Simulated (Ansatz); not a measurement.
`O[Si@H](Cl)[Si@@H](O)Cl`. Charge 0, multiplicity 1. The structure was optimised at the PBE0-D4/def2-TZVP level. It is one conformer, not always the lowest.

```xyz
10

O     0.557   -2.001   -1.037
Si   -0.186   -0.543   -1.058
Cl   -2.194   -0.737   -0.565
Si    0.557    0.971    0.576
O    -0.134    0.596    2.013
Cl   -0.023    2.833   -0.091
H     0.597   -2.487   -0.211
H    -0.107   -0.075   -2.457
H     2.013    1.015    0.828
H    -1.080    0.428    2.001
```

What is the dipole moment at ωB97M-V/def2-TZVPP? (Best estimate.)

Ansatz gave: 1.60 D, with components (0.33, -1.38, 0.74) D in this frame, pointing from negative to positive charge.

And with PBE, r2SCAN, B3LYP? (An estimate is asked.)

Ansatz gave: PBE 1.62 D, r2SCAN 1.65 D, B3LYP 1.58 D.

Give the Mulliken charges with ωB97M-V, B3LYP, r2SCAN in def2-TZVPP. (An estimate is asked.)

Ansatz gave: 
| atom | ωB97M-V | B3LYP | r2SCAN |
| --- | --- | --- | --- |
| O1 | -0.36 | -0.37 | -0.39 |
| Si2 | 0.41 | 0.50 | 0.52 |
| Cl3 | -0.23 | -0.27 | -0.27 |
| Si4 | 0.40 | 0.49 | 0.50 |
| O5 | -0.37 | -0.37 | -0.40 |
| Cl6 | -0.21 | -0.25 | -0.25 |
| H7 | 0.18 | 0.19 | 0.21 |
| H8 | -0.01 | -0.05 | -0.06 |
| H9 | -0.02 | -0.07 | -0.08 |
| H10 | 0.19 | 0.19 | 0.21 |

B3LYP here is the variant with VWN-RPA as its local correlation; programs differ in this.
